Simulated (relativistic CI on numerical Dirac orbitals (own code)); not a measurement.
# Hf²⁺: 5p photoemission

Computed with this model: Dirac-Coulomb-Breit CI, KLI orbitals optimised for each configuration, model QED (radiative potential, 1s self-energy scaled to tabulated hydrogen-like ionisation energies), valence Slater integrals scaled by 0.8, multiplet model of photoemission in the sudden approximation; configurations [Xe] 4f14 5d2 → [Kr] 4d10 4f14 5s2 5p5 5d2; 300 K; Lorentzian 1.05 eV and Gaussian 0.6 eV FWHM. Energies are those of the free ion, without screening or charge transfer. The energies are binding energies and can lie tens of eV above those of solids. S is read from ⟨S²⟩ = S(S + 1).

Field parameters in Wybourne normalisation: D4h B²₀ = −7Ds, B⁴₀ = 21(Dq − Dt), B⁴₄ = 21√(5/14) Dq. The field is a parameter set, without covalency.

free ion: ground-state S = 0.97, centroid 56.77 eV. Peaks (eV, height): 53.6 (100), 57.4 (22), 59.0 (14), 62.8 (41), 67.4 (26).

D4h, 10Dq = 20200, Ds = -1500, Dt = 490 cm⁻¹: ground-state S = 0.99, centroid 56.88 eV. Peaks (eV, height): 53.4 (100), 59.2 (20), 62.4 (47), 68.0 (16).

D4h, 10Dq = 20200, Ds = 3000, Dt = 490 cm⁻¹: ground-state S = 0.99, centroid 56.91 eV. Peaks (eV, height): 53.6 (100), 59.0 (19), 62.2 (52), 68.4 (11).

Strongest unbroadened transitions for D4h, 10Dq = 20200, Ds = 3000, Dt = 490 cm⁻¹:

```csv
Energy (eV),Relative strength
52.43,20.8
52.46,100.0
52.56,45.8
52.58,20.9
53.10,13.1
53.24,45.8
53.62,89.9
53.72,26.2
54.15,14.0
54.37,15.3
54.39,30.0
54.69,20.1
61.85,14.0
61.95,17.6
61.97,21.1
62.19,18.3
62.45,63.6
68.43,11.7
```
